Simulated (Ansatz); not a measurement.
Consider the ligand exchange at a Cd–C bond: `C[O][Cd][CH3]` + HCl → `C[O][Cd][Cl]` + CH₄.

Computed with Ansatz on PBE0-D4/def2-TZVP structures; ΔE is electronic, products minus reactants. CCSD(T)/CBS adds triple-zeta CCSD(T) − MP2 to the extrapolated MP2 energy (def2 sets, frozen cores). This one scheme is used for every species. Functionals use def2-TZVPP. Elements past krypton have def2 core potentials. For Cd outer-core shells are correlated without core-valence functions, which leaves a few kJ/mol of doubt a bond. One conformer a species, not always the lowest.

`C[O][Cd][CH3]`:

Cartesian coordinates in Å:
```
C 0.156 -2.098 1.204
O 0.943 -1.228 0.451
Cd 0.300 0.454 -0.361
C -0.234 2.253 -1.273
H -0.263 -1.633 2.111
H 0.774 -2.942 1.538
H -0.688 -2.524 0.639
H 0.311 3.078 -0.815
H -1.304 2.425 -1.155
H 0.004 2.215 -2.337
```

HCl:

```xyz
2

Cl   -0.304   -0.357   -0.435
H     0.304    0.357    0.435
```

`C[O][Cd][Cl]`:

Cartesian coordinates in Å:
```
C 0.692 0.945 0.016
O 0.720 -0.448 0.171
Cd -0.891 -1.558 0.016
Cl -2.653 -2.972 -0.132
H 0.355 1.264 -0.980
H 0.063 1.451 0.761
H 1.714 1.319 0.147
```

CH₄:

Z-matrix (Å, degrees):
```
C
H 1 1.090
H 1 1.090 2 109.5
H 1 1.090 2 109.5 3 -120.0
H 1 1.090 2 109.5 3 120.0
```

```tsv
level	ΔE (kJ/mol)
ωB97X-V	-138.2
BHLYP	-147.4
MP2/def2-TZVPP	-119.2
MP2/CBS(def2)	-128.6
```

Question: What does CCSD(T)/CBS give? (Best estimate.)

Answer: Ansatz gave: -134.6 kJ/mol. The listed levels differ from it by -3.6, -12.8, 15.4, 6.0 kJ/mol.

Largest T1 diagnostic among the species: 0.016.

Leaving LDA and LC-ωPBE aside and taking each functional with its dispersion term where it has one, the values, not all of them listed here, spread over 22.4 kJ/mol, from BHLYP-D4 to PBE-D4. LDA lies +11.9 kJ/mol from PBE without D4. In def2-TZVPP, CCSD(T) changes the Hartree–Fock value by +46.1 kJ/mol (the triples alone add +4.8 kJ/mol) and MP2 by +52.1 kJ/mol.

CCSD(T)/CBS has its own doubt, a few kJ/mol and more with outer-core shells, so smaller differences from it don't rank the levels.
